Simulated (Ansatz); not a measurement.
Basis-set extrapolation for H8O2Si3 (`O[SiH](O)[SiH2][SiH3]`) (PBE0-D4/def2-TZVP geometry, frozen core, Ansatz). Multiplicity 1, RHF reference.

```json
{"": "HF", "def2-TZVPP": "-1021.383217", "def2-QZVPP": "-1021.417836"}
{"": "MP2 correlation", "def2-TZVPP": "-0.856177", "def2-QZVPP": "-0.924303"}
{"": "CCSD(T) correlation", "def2-TZVPP": "-0.948012", "def2-QZVPP": "not run"}
```

Energies in hartree. Use E(X) = E(∞) + A·exp(−7.88·√X) for Hartree–Fock and E(X) = E(∞) + B·X^(−2.97) for correlation, with X = 3 and 4, and add CCSD(T) minus MP2 of the smaller set to the MP2 limit.

**Question.** What is the CCSD(T) energy at the basis-set limit?

**Answer.** HF limit: -1021.417836 + (-0.034619) × 0.13774 = -1021.42260. MP2 limit: -0.924303 + (-0.068126) × 0.74074 = -0.97477. Higher-order term: -0.948012 − (-0.856177) = -0.09183. Total: -1022.48920 hartree, 414.8 kJ/mol below CCSD(T)/def2-TZVPP.
